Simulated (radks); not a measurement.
Spherical quantum dot in the effective-mass picture: electrons in a parabolic well V = omega^2 r^2 / 2 with omega = 0.616, with a point charge +1 (a donor) at the centre, all in effective atomic units (hartree* = m*/eps^2 hartree, bohr* = eps/m* bohr), one dielectric constant everywhere. Method: non-relativistic Kohn-Sham, PBE, spin-polarised, spherical densities; computed with a radial shooting solver with Libxc functionals. Levels are named by radial order and angular momentum (1s, 1p, 1d, 2s, ...), and open shells are averaged over m.

N = 39, configuration 1s2 1p6 1d10 2s2 1f14 2p(up 3, down 2). This is the lowest configuration that the search found. Occupied levels:

level    occupation  eigenvalue (hartree*)  <r> (bohr*)
1s up             1                 11.610        2.145
1s down           1                 11.621        2.176
1p up             3                 11.861        3.258
1p down           3                 11.866        3.274
2s up             1                 12.005        2.959
2s down           1                 12.011        2.918
1d up             5                 12.076        3.678
1d down           5                 12.079        3.679
1f up             7                 12.319        3.973
1f down           7                 12.321        3.969
2p up             3                 12.414        3.294
2p down           2                 12.427        3.297

Energy (hartree*): total 286.962, kinetic 20.317, external 89.479, Hartree 190.98, exchange-correlation -13.818.
